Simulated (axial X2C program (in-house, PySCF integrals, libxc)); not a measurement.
**Testing model relations on RuTe⁻**

A bond curve at the PBE0 level, two-component, was computed with an in-house all-electron X2C program for linear molecules (integrals from PySCF) (basis Te dyall-acv3z [12s13p9d5f1g], Ru dyall-acv3z [13s13p9d5f3g] (cores contracted in-house)) for the state Ω = 7/2 (⟨Sz⟩ = 1.50, ⟨Lz⟩ = 2.00 at PBE0). Its fit gives Re = 2.4514 Å, ωe = 239.4 cm⁻¹, ωexe = 0.686 cm⁻¹ and αe = 1.702e-04 cm⁻¹; the masses are 129.9062 and 101.9043 u. Two-component means X2C with spin–orbit coupling and atomic mean-field Coulomb and Gaunt terms.

Q: Find the reduced mass, Be and the force constant.

A: From the PBE0 values: μ = 57.1070 u. Be = 16.8576/(μ Re²) = 0.04912 cm⁻¹. k = 5.8918×10⁻⁷ μ ωe² = 1.93 mdyn/Å.

Q: Where do the fundamental and the first overtone lie?

A: ν(1←0) = ωe − 2ωexe = 238.0 cm⁻¹; ν(2←0) = 2ωe − 6ωexe = 474.7 cm⁻¹.

Q: Estimate the centrifugal constant by the Kratzer relation.

A: D = 4Be³/ωe² = 8.27e-09 cm⁻¹.

Q: A Morse curve ties αe to the other constants (Pekeris). How well does that hold?

A: αe(Morse) = 6Be²/ωe × (√(ωexe/Be) − 1) = 1.655e-04 cm⁻¹; the PBE0 curve gives 1.702e-04 cm⁻¹, a ratio of 0.97.

One determinant describes the state; a PBE0 search over occupations chose it and may have missed a lower one. Density functionals use the spin component along the axis (collinear). PBE0 can misorder states that lie within some tenths of an eV, so this need not be the ground state of the molecule. The nearest other 2c determinant of the search, Ω = 1/2, lies 0.21 eV up at the distance of the search. The functionals have no current-density term, which raises determinants with orbital currents, atoms included. With several unpaired electrons one determinant need not be a pure state.
